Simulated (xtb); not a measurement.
xtb input file for C₂H₄F₂OSi, SMILES O1C(F)([SiH2]C1)F, GFN2-xTB. 

```
$ xtb mol.xyz --gfn 2 --sp --chrg 0 --uhf 0 --json
$ cat mol.xyz
10

F      0.21966355     1.42972262    -1.07481197
C      0.01585104     0.61441115    -0.00000000
F      0.21966357     1.42972262     1.07481197
O     -1.25781950     0.10379662     0.00000001
C     -1.04587242    -1.32739003     0.00000000
Si     0.87242378    -1.13537518    -0.00000000
H     -1.51644064    -1.75932564    -0.88631506
H     -1.51644063    -1.75932564     0.88631508
H      1.55384426    -1.43680153    -1.25077248
H      1.55384427    -1.43680153     1.25077245
```

Program output:

```
[banner left out]
          |                Calculation Setup                |
           -------------------------------------------------



           -------------------------------------------------
          |                 G F N 2 - x T B                 |
           -------------------------------------------------

        Reference                      10.1021/acs.jctc.8b01176
      * Hamiltonian:
        H0-scaling (s, p, d)           1.850000    2.230000    2.230000
        zeta-weighting                 0.500000
      * Dispersion:
        s8                             2.700000
        a1                             0.520000
        a2                             5.000000
        s9                             5.000000
      * Repulsion:
        kExp                           1.500000    1.000000
        rExp                           1.000000
      * Coulomb:
        alpha                          2.000000
        third order                    shell-resolved
        anisotropic                    true
        a3                             3.000000
        a5                             4.000000
        cn-shift                       1.200000
        cn-exp                         4.000000
        max-rad                        5.000000


          ...................................................
          :                      SETUP                      :
          :.................................................:
          :  # basis functions                  34          :
          :  # atomic orbitals                  33          :
          :  # shells                           17          :
          :  # electrons                        36          :
          :  max. iterations                   250          :
          :  Hamiltonian                  GFN2-xTB          :
          :  restarted?                      false          :
          :  GBSA solvation                  false          :
          :  PC potential                    false          :
          :  electronic temp.          300.0000000     K    :
          :  accuracy                    1.0000000          :
          :  -> integral cutoff          0.2500000E+02      :
          :  -> integral neglect         0.1000000E-07      :
          :  -> SCF convergence          0.1000000E-05 Eh   :
          :  -> wf. convergence          0.1000000E-03 e    :
          :  Broyden damping             0.4000000          :
          :  net charge                          0          :
          :  unpaired electrons                  0          :
          ...................................................

 iter      E             dE          RMSdq      gap      omega  full diag
   1    -21.5704868 -0.215705E+02  0.748E+00    4.75       0.0  T
   2    -21.6527558 -0.822690E-01  0.396E+00    3.82       1.0  T
   3    -21.6527081  0.477159E-04  0.257E+00    4.28       1.0  T
   4    -21.6545791 -0.187099E-02  0.691E-01    4.18       1.0  T
   5    -21.6564423 -0.186325E-02  0.387E-01    4.32       1.0  T
   6    -21.6565947 -0.152416E-03  0.137E-01    4.26       1.0  T
   7    -21.6566148 -0.200217E-04  0.548E-02    4.26       1.0  T
   8    -21.6566172 -0.244381E-05  0.976E-03    4.26       3.2  T
   9    -21.6566172 -0.178080E-07  0.682E-03    4.26       4.6  T
  10    -21.6566172 -0.178170E-07  0.148E-03    4.26      21.4  T
  11    -21.6566172 -0.223675E-08  0.365E-04    4.26      86.6  T
  12    -21.6566172  0.200941E-10  0.254E-04    4.26     124.7  T

   *** convergence criteria satisfied after 12 iterations ***

         #    Occupation            Energy/Eh            Energy/eV
      -------------------------------------------------------------
         1        2.0000           -0.8338415             -22.6900
       ...           ...                  ...                  ...
        12        2.0000           -0.5039865             -13.7142
        13        2.0000           -0.5000329             -13.6066
        14        2.0000           -0.4935012             -13.4289
        15        2.0000           -0.4835357             -13.1577
        16        2.0000           -0.4435984             -12.0709
        17        2.0000           -0.4420575             -12.0290
        18        2.0000           -0.4196114             -11.4182 (HOMO)
        19                         -0.2629748              -7.1559 (LUMO)
        20                         -0.2347328              -6.3874
        21                         -0.2089253              -5.6851
        22                         -0.1444153              -3.9297
        23                         -0.1315059              -3.5785
       ...                                ...                  ...
        33                          0.6364725              17.3193
      -------------------------------------------------------------
                  HL-Gap            0.1566366 Eh            4.2623 eV
             Fermi-level           -0.3412931 Eh           -9.2871 eV

 SCC (total)                   0 d,  0 h,  0 min,  0.012 sec
 SCC setup                      ...        0 min,  0.000 sec (  0.669%)
 Dispersion                     ...        0 min,  0.000 sec (  0.332%)
 classical contributions        ...        0 min,  0.000 sec (  0.138%)
 integral evaluation            ...        0 min,  0.002 sec ( 13.327%)
 iterations                     ...        0 min,  0.007 sec ( 57.006%)
 molecular gradient             ...        0 min,  0.003 sec ( 27.240%)
 printout                       ...        0 min,  0.000 sec (  1.167%)

         :::::::::::::::::::::::::::::::::::::::::::::::::::::
         ::                     SUMMARY                     ::
         :::::::::::::::::::::::::::::::::::::::::::::::::::::
         :: total energy             -21.553125298866 Eh    ::
         :: gradient norm              0.000197574646 Eh/a0 ::
         :: HOMO-LUMO gap              4.262299931365 eV    ::
         ::.................................................::
         :: SCC energy               -21.656612464718 Eh    ::
         :: -> isotropic ES            0.068506919841 Eh    ::
         :: -> anisotropic ES         -0.005045319318 Eh    ::
         :: -> anisotropic XC         -0.011803366533 Eh    ::
         :: -> dispersion             -0.005566297031 Eh    ::
         :: repulsion energy           0.103487165852 Eh    ::
         :: add. restraining           0.000000000000 Eh    ::
         :: total charge               0.000000000000 e     ::
         :::::::::::::::::::::::::::::::::::::::::::::::::::::

           -------------------------------------------------
          |                Property Printout                |
           -------------------------------------------------

    * Orbital Energies and Occupations

         #    Occupation            Energy/Eh            Energy/eV
      -------------------------------------------------------------
         1        2.0000           -0.8338415             -22.6900
       ...           ...                  ...                  ...
         6        2.0000           -0.5983571             -16.2821
         7        2.0000           -0.5834012             -15.8752
         8        2.0000           -0.5784218             -15.7397
         9        2.0000           -0.5697371             -15.5033
        10        2.0000           -0.5374111             -14.6237
        11        2.0000           -0.5244838             -14.2719
        12        2.0000           -0.5039865             -13.7142
        13        2.0000           -0.5000329             -13.6066
        14        2.0000           -0.4935012             -13.4289
        15        2.0000           -0.4835357             -13.1577
        16        2.0000           -0.4435984             -12.0709
        17        2.0000           -0.4420575             -12.0290
        18        2.0000           -0.4196114             -11.4182 (HOMO)
        19                         -0.2629748              -7.1559 (LUMO)
        20                         -0.2347328              -6.3874
        21                         -0.2089253              -5.6851
        22                         -0.1444153              -3.9297
        23                         -0.1315059              -3.5785
        24                         -0.0075339              -0.2050
        25                          0.0802943               2.1849
        26                          0.0950172               2.5855
        27                          0.1338812               3.6431
        28                          0.1617381               4.4011
        29                          0.1952208               5.3122
       ...                                ...                  ...
        33                          0.6364725              17.3193
      -------------------------------------------------------------
                  HL-Gap            0.1566366 Eh            4.2623 eV
             Fermi-level           -0.3412931 Eh           -9.2871 eV

     #   Z          covCN         q      C6AA      α(0)
     1   9 F        0.787    -0.247    11.728     4.045
     2   6 C        3.411     0.333    18.206     6.560
     3   9 F        0.787    -0.247    11.728     4.045
     4   8 O        1.798    -0.332    19.533     5.968
     5   6 C        3.691    -0.038    21.451     6.628
     6  14 Si       3.678     0.469    98.066    18.974
     7   1 H        0.924     0.056     2.251     2.346
     8   1 H        0.924     0.056     2.251     2.346
     9   1 H        0.920    -0.025     3.533     2.939
    10   1 H        0.920    -0.025     3.533     2.939

 Mol. C6AA /au·bohr⁶  :       1316.722588
 Mol. C8AA /au·bohr⁸  :      40021.982591
 Mol. α(0) /au        :         56.791602


Wiberg/Mayer (AO) data.
largest (>0.10) Wiberg bond orders for each atom

 ---------------------------------------------------------------------------
     #   Z sym  total        # sym  WBO       # sym  WBO       # sym  WBO
 ---------------------------------------------------------------------------
     1   9 F    1.042 --     2 C    0.929
     2   6 C    3.772 --     4 O    1.048     1 F    0.929     3 F    0.929
                             6 Si   0.779
     3   9 F    1.042 --     2 C    0.929
     4   8 O    2.099 --     2 C    1.048     5 C    0.969
     5   6 C    3.911 --     7 H    0.974     8 H    0.974     4 O    0.969
                             6 Si   0.897
     6  14 Si   3.497 --     5 C    0.897     9 H    0.888    10 H    0.888
                             2 C    0.779
     7   1 H    0.997 --     5 C    0.974
     8   1 H    0.997 --     5 C    0.974
     9   1 H    0.999 --     6 Si   0.888
    10   1 H    0.999 --     6 Si   0.888
 ---------------------------------------------------------------------------

Topologies differ in total number of bonds
Writing topology from bond orders to xtbtopo.mol

molecular dipole:
                 x           y           z       tot (Debye)
 q only:        0.977      -2.156      -0.000
   full:        0.757      -2.064       0.000       5.587
molecular quadrupole (traceless):
                xx          xy          yy          xz          yz          zz
 q only:        0.844      -1.167       0.791       0.000      -0.000      -1.634
  q+dip:        1.575      -0.875      -1.536       0.000      -0.000      -0.039
   full:        1.507      -0.911       0.039       0.000      -0.000      -1.546


           -------------------------------------------------
          | TOTAL ENERGY              -21.553125298866 Eh   |
          | GRADIENT NORM               0.000197574646 Eh/α |
          | HOMO-LUMO GAP               4.262299931365 eV   |
           -------------------------------------------------
Note: The following floating-point exceptions are signalling: IEEE_DENORMAL
normal termination of xtb

------------------------------------------------------------------------
------------------------------------------------------------------------
 total:
 SCF:
```

The run converged.

Cost: around 0.05 core-seconds (rough).
